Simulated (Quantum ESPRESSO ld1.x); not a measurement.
Results of a calculation; reference values are marked as such.
Coulomb parameter of the 4d shell of the niobium ion Nb3+ in the model configuration [Kr] 4d1 5s1, as a second difference U = [E(n + 1) + E(n - 1) - 2 E(n)] / (1)^2 with all orbitals relaxed. "Bare": the charge of the atom changes with n. "Screened": the 5s shell takes up the change at fixed total charge, which measures U(4d,4d) + U(5s,5s) - 2 U(4d,5s). Code: ld1.x of Quantum ESPRESSO 7.5. Model: scalar-relativistic Kohn-Sham, PW91, spin-unpolarised, spherical densities, point nucleus.

case,configuration,E - E(n) (eV)
start,[Kr] 4d1 5s1,0.000
bare +1,[Kr] 4d2 5s1,-27.728
bare -1,[Kr] 5s1,40.285
screened +1,[Kr] 4d2,-5.757
screened -1,[Kr] 5s2,7.182

U(bare) = 12.557 eV, U(screened by 5s) = 1.425 eV, against the Slater integral F0(4d,4d) = 14.848 eV with frozen orbitals.
